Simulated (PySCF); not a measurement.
**Excitation energy of He by level of theory**

He 1s2 (1S) → He 1s1 2p1 (3P), as a difference of total energies. Calculation: PySCF 2.14, in aug-cc-pVQZ-DK (5s4p3d2f, 46 functions); scalar relativity by spin-free X2C-1e. Correlated levels: valence: nothing frozen. The calculations carry no spin-orbit coupling.

```
           method  excitation energy (eV)  error (eV)
              UHF                  22.079      +1.115
              LDA                  22.402      +1.438
              PBE                  22.401      +1.437
             PBE0                  22.502      +1.538
           r2SCAN                  22.771      +1.807
              M06                  22.903      +1.939
            B97-3                  22.808      +1.844
          LC-wPBE                  22.817      +1.853
            B3LYP                  23.002      +2.038
    MP2 (valence)                  22.972      +2.008
SCS-MP2 (valence)                  23.220      +2.256
```

Reference: 20.964 eV (measured; NIST levels, between the centres of gravity of the two terms).

Errors of the correlated levels include the incompleteness of this basis.

The promoted electron is Rydberg-like, and one or two diffuse shells describe it only roughly, which tends to raise the upper state.

In the upper state the promoted electron has a positive orbital energy at LDA, PBE, PBE0, r2SCAN, M06, B97-3, B3LYP, so the basis confines it.
